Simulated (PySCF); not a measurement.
# Levels of Sm⁵⁷⁺ from EOM-EA-GCCSD

Reference: closed-shell Sm⁵⁸⁺, [He] 2s2; one electron is added. Calculated with PySCF 2.14, two-component X2C-1e with screened spin-orbit coupling, an uncontracted even-tempered set (17 s from 9.6 bohr⁻², ratio 2.6; 13 p from 12 bohr⁻², ratio 2.6; 7 d from 13 bohr⁻², ratio 2.8; 4 f from 240 bohr⁻², ratio 2.8); frozen nothing; the 32 highest virtual spinors dropped; of the others 50 kept and the rest restored at second order. No Breit or QED terms. Binding energies in eV.

```
level  Koopmans  second order  EOM-CCSD
2p1/2   12598.9       12597.9   12594.2
2p3/2   11930.7       11931.5   11931.3
```

For comparison, the ionisation energy of Sm⁵⁷⁺ is 12588 ± 6 eV (theoretical estimate listed by NIST; NIST Atomic Spectra Database, ionization energies).

Only part of the computed levels is shown.
